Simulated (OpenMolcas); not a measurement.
## Levels of S by method

```
Program             : OpenMolcas 26.06
Basis               : ANO-RCC-VQZP [6s5p3d2f1g]
Scalar Hamiltonian  : DKH2, point nucleus
Active space        : 6 electrons in 9 orbitals (RAS2 3s 3p; RAS3 3d, at most 2 electrons)
State averaging     : 2S+1 = 3 even, 3 roots; 2S+1 = 1 even, 6 roots; 2S+1 = 3 odd, 3 roots
Spin-orbit coupling : RASSI with atomic mean-field integrals over the reference wave functions, term energies averaged over their components
```

Methods on the same reference wave functions:
A. RASSCF
B. SS-RASPT2, IPEA 0.25 Eh, imaginary shift 0.1 Eh (closed shells correlated: 2s 2p)

Energies in cm⁻¹ above 3s² 3p⁴ ³P₂, the measured ground level; measured values from NIST Handbook of Basic Atomic Spectroscopic Data.

```tsv
Level	A	B	Measured
3s² 3p⁴ ³P₂	0.0	0.0	0.0
3s² 3p⁴ ³P₁	359	360	396
3s² 3p⁴ ³P₀	525	525	574
3s² 3p⁴ ¹D₂	10959	9260	9239
3s² 3p⁴ ¹S₀	23955	22190	22180
3s 3p⁵ ³P°₂	74420	74280	72023
3s 3p⁵ ³P°₁	74755	74620	72382
3s 3p⁵ ³P°₀	74922	74780	72572
```

Deviations, from unrounded energies. A percentage is the sum of absolute deviations over the sum of measured energies, with the sign that they share, or ± where signs differ.

```csv
Against measurement,Levels,A,B
mean absolute deviation (cm-1),7,1500,970
fine structure of the ground term (%),2,-8.9,-8.8
other terms of the ground configuration (%),2,+11.1,+0.1
other configurations (%),3,+3.3,+3.1
```

B lies closest to measurement on these levels. The largest miss of B in the table is 3s 3p⁵ ³P°₂, by +2300 cm-1. The ranking rests on the paired levels alone, and a cruder setting can come out closer through cancelling errors.

From A to B the spin-free energies of the other terms of 3s² 3p⁴ shown, above ³P, scale by factors of 0.84 to 0.93.

The lowest spin-free term lies below A's lowest term by 0.107 hartree in B.

Term energies are means over components that CASPT2 splits; among the terms shown or strongly mixed into the levels shown the widest spread is 22 cm-1 (3s² 3p⁴ ¹D, B). Active for correlation alone: 3d; no level in the range computed is led by a configuration that fills it, so any true level of that kind is missing. Some terms mix strongly with configurations of 3d, whose occupation reaches 0.33 (3s 3p⁵ ³P°). Without dynamic correlation excited terms often stand tens of per cent too high (terms of higher spin than the ground term too low), and those without a measured partner can miss by more than the paired ones (holds for A). Computed and measured levels are paired by configuration, term and J; levels that our copy of the source lacks, or whose pairing is in doubt (as where it misses far off the trend of its configuration), stay unpaired and out of the deviations. Only configurations of the active space appear.

° marks odd parity.
